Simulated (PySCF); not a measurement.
Input for PySCF: R-HF/3-21G on C2H6Zn (SMILES C[CH2][ZnH]), a point of a bond scan (R = 2.955 Å).

```python
from pyscf import gto, scf, dft, mp
from pyscf.data.elements import chemcore

mol = gto.M(
    atom='''
    Zn   -0.10398068    0.14810832    0.83353139
    H    -0.34502961    0.86439028    2.18452390
    C     0.20220802   -0.76013951   -0.88503749
    C     0.18421590    0.15106074   -2.12117922
    H    -1.84211051   -2.87657582   -1.15989120
    H     1.16178570   -1.28259314   -0.81912726
    H     0.95366748    0.92470169   -2.06784846
    H    -0.77469446    0.66151920   -2.23669242
    H     0.36009488   -0.41279036   -3.04266189
    ''',
    basis='3-21g',
    charge=0, spin=0, verbose=3, max_memory=1800)
mf = scf.RHF(mol)
mf.conv_tol = 1e-8
mf.max_cycle = 100
mf.kernel()
if not mf.converged:
    mf = mf.newton().run(mf.mo_coeff, mf.mo_occ)
```

Program output:

```
converged SCF energy = -1847.49538384424
```

The calculation finished and met its thresholds.

Cost: very roughly 0.8 core-seconds.
